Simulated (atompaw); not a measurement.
## u(r) = r·R(r): atom against pseudo-atom (rhenium)

Columns: radius, all-electron u(r) and pseudo u(r) of the 6s shell (level -5.98 eV) of rhenium in the configuration [Kr] 4d10 4f14 5s2 5p6 5d5 6s2 6p0; PBEsol, scalar-relativistic, PAW (atompaw) scheme, atompaw 4.2.0.5.

```json
{"r (bohr)": "0.094", "all-electron": "-0.0319", "pseudo": "-0.0101"}
{"r (bohr)": "0.188", "all-electron": "-0.0816", "pseudo": "-0.0189"}
{"r (bohr)": "0.283", "all-electron": "0.1409", "pseudo": "-0.0254"}
{"r (bohr)": "0.377", "all-electron": "0.1823", "pseudo": "-0.0284"}
{"r (bohr)": "0.471", "all-electron": "0.0611", "pseudo": "-0.0269"}
{"r (bohr)": "0.565", "all-electron": "-0.1004", "pseudo": "-0.0203"}
{"r (bohr)": "0.660", "all-electron": "-0.2286", "pseudo": "-0.0078"}
{"r (bohr)": "0.754", "all-electron": "-0.2953", "pseudo": "0.0107"}
{"r (bohr)": "0.848", "all-electron": "-0.3043", "pseudo": "0.0354"}
{"r (bohr)": "0.942", "all-electron": "-0.2676", "pseudo": "0.0660"}
{"r (bohr)": "1.037", "all-electron": "-0.1986", "pseudo": "0.1026"}
{"r (bohr)": "1.131", "all-electron": "-0.1118", "pseudo": "0.1437"}
{"r (bohr)": "1.225", "all-electron": "-0.0166", "pseudo": "0.1888"}
{"r (bohr)": "1.319", "all-electron": "0.0800", "pseudo": "0.2370"}
{"r (bohr)": "1.413", "all-electron": "0.1727", "pseudo": "0.2869"}
{"r (bohr)": "1.508", "all-electron": "0.2594", "pseudo": "0.3379"}
{"r (bohr)": "1.602", "all-electron": "0.3365", "pseudo": "0.3877"}
{"r (bohr)": "1.696", "all-electron": "0.4043", "pseudo": "0.4354"}
{"r (bohr)": "1.790", "all-electron": "0.4624", "pseudo": "0.4798"}
{"r (bohr)": "1.885", "all-electron": "0.5118", "pseudo": "0.5205"}
{"r (bohr)": "1.979", "all-electron": "0.5518", "pseudo": "0.5556"}
{"r (bohr)": "2.073", "all-electron": "0.5838", "pseudo": "0.5852"}
{"r (bohr)": "2.167", "all-electron": "0.6085", "pseudo": "0.6089"}
{"r (bohr)": "2.262", "all-electron": "0.6268", "pseudo": "0.6269"}
{"r (bohr)": "2.356", "all-electron": "0.6390", "pseudo": "0.6390"}
{"r (bohr)": "2.450", "all-electron": "0.6461", "pseudo": "0.6461"}
```

(1) How many radial nodes do the two functions have?

(2) Is the pseudo-wave norm-conserving?

Answers

(1) The all-electron 6s function has n − l − 1 = 5 (the table is too coarse to show those close to the nucleus); the pseudo-wave has 1, since 1 lower shell of the same l stays in the valence.

(2) No, it belongs to a PAW set: the norm inside the radius is not constrained, and the difference is carried by the augmentation charge.
